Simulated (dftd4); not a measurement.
IRb (SMILES [Rb][I]), singlet, at a GFN2-xTB geometry (such geometries of metal compounds can be far from the true shape); D4 for bp86 (dftd4).

dftd4 was given this input:
```
$ dftd4 mol.xyz --func bp86 --charge 0 --json dftd4.json --noedisp

# file mol.xyz
2

Rb    -0.00000000    -0.00000000    -1.91534858
I      0.00000000     0.00000000     1.33713014
```

Output, abridged:

```
                    ____  _____ _____     ____  _  _
      -------------|  _ \|  ___|_   _|---|  _ \| || |------------
     |             | | | | |_    | | ___ | | | | || |_           |
     |             | |_| |  _|   | ||___|| |_| |__   _|          |
     |             |____/|_|     |_|     |____/   |_|            |
     |             ===================================           |
     |            E. Caldeweyher, S. Ehlert & S. Grimme          |
     |          Mulliken Center for Theoretical Chemistry        |
     |                    University of Bonn                     |
      -----------------------------------------------------------

Rational (Becke-Johnson) damping: bp86-D4-ATM
---------------------
  s6         1.0000
  s8         3.3550
  s9         1.0000
  a1         0.4365
  a2         4.9241
 alp        16.0000
--------------------

Dispersion energy:      -1.4286842873166E-03 Eh

[Info] JSON dump of results written to 'dftd4.json'
```
